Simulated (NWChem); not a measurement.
Species: BiBrCl$_{2}$; SMILES [Cl][Bi]([Cl])[Br]

```xyz
4

Bi    -0.4078    -0.4079     0.0000
Cl     1.0173    -1.1271     1.8715
Cl     1.0173    -1.1271    -1.8715
Br     0.1447     2.1384     0.0000
```
Atoms are numbered in this order, from 1.

Level: PBE0/def2-SVP with def2 effective core potentials on Bi (NWChem), optimised geometry, unscaled harmonic frequencies. This build's default masses of Se (78.918 u) and Br (79.917 u) are each other's, which moves their modes by up to 0.6 %. def2 effective core potentials on Bi; no spin-orbit coupling.

Task: List the harmonic frequencies with IR intensities, and the thermochemistry.

Result: 
| frequency (cm⁻¹) | IR intensity (km/mol) |
|---|---|
| 81 | 0.5 |
| 90 | 2.1 |
| 108 | 3.2 |
| 227 | 29.7 |
| 338 | 58.8 |
| 348 | 32.2 |

```json
{
  "zero_point_energy": "1.7 kcal/mol",
  "thermal correction to the enthalpy at 298.15 K (with zero-point energy)": "6.3 kcal/mol",
  "heat capacity Cv": "16.8 cal/(mol K)",
  "entropy at 298.15 K and 1 atm (symmetry number 1)": "89.0 cal/(mol K)"
}
```

Rigid rotor and harmonic oscillator; modes under 100 cm⁻¹ make the entropy uncertain.
